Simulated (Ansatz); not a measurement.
`BN=C` + `CB(O)C=O` → `BB(C)O` + `C=NC=O`  (formal exchange of groups at a B–N bond)

Program: Ansatz. Geometries: PBE0-D4/def2-TZVP. ΔE: electronic, gas phase. CBS: MP2 limit from def2 TZ/QZ plus the TZ coupled-cluster correction, frozen cores. DFT in def2-TZVPP. One conformer a species, not always the lowest.

`BN=C`:

```xyz
7

B    -0.877   -0.534   -0.802
N     0.032    0.020    0.030
C     0.867    0.529    0.793
H    -0.548   -1.473   -1.467
H    -1.977   -0.067   -0.842
H     0.980    0.186    1.826
H     1.523    1.340    0.462
```

`CB(O)C=O`:

Z-matrix (Å, degrees):
```
C
B 1 1.555
H 1 1.097 2 110.1
H 1 1.096 2 110.7 3 -116.1
H 1 1.090 2 113.2 3 121.5
O 2 1.344 1 122.8 3 -118.6
C 2 1.622 1 124.0 3 61.1
H 6 0.971 2 109.1 1 179.7
O 7 1.213 2 118.8 1 -179.8
H 7 1.113 2 122.6 1 0.2
```

`BB(C)O`:

Cartesian coordinates in Å:
```
B 0.309 -1.145 1.015
B -0.302 -0.156 -0.199
C 0.393 1.232 -0.466
O -1.385 -0.440 -0.985
H 1.156 -1.968 0.797
H -0.012 -1.029 2.166
H 1.479 1.213 -0.340
H 0.158 1.612 -1.464
H 0.013 1.959 0.263
H -1.809 -1.277 -0.788
```

`C=NC=O`:

Cartesian coordinates in Å:
```
C -0.313 -0.725 0.837
N 0.635 -0.205 0.195
C 0.408 0.711 -0.826
O -0.055 1.807 -0.671
H -1.366 -0.534 0.604
H -0.091 -1.400 1.662
H 0.782 0.348 -1.801
```

CCSD(T)/CBS gives +36.4 kcal/mol.

(1) Another level gave +36.6 kcal/mol. Which?
A. ωB97X-V/def2-TZVPP
B. LDA (SPW92)/def2-TZVPP
C. B97M-V/def2-TZVPP
D. r2SCANh/def2-TZVPP

Largest T1 diagnostic among the species: 0.016.

## Answers

(1) D. r2SCANh 36.6, ωB97X-V 34.5, B97M-V 35.6, LDA (SPW92) 40.9 kcal/mol.

Leaving LDA and LC-ωPBE aside and taking each functional with its dispersion term where it has one, the values, not all of them listed here, spread over 3.6 kcal/mol, from ωB97X-V to BLYP-D4. LDA lies +3.6 kcal/mol from PBE without D4. From PBE to PBE0 (25 % exact exchange), in def2-TZVPP and without D4, ΔE moves by −1.2 kcal/mol.
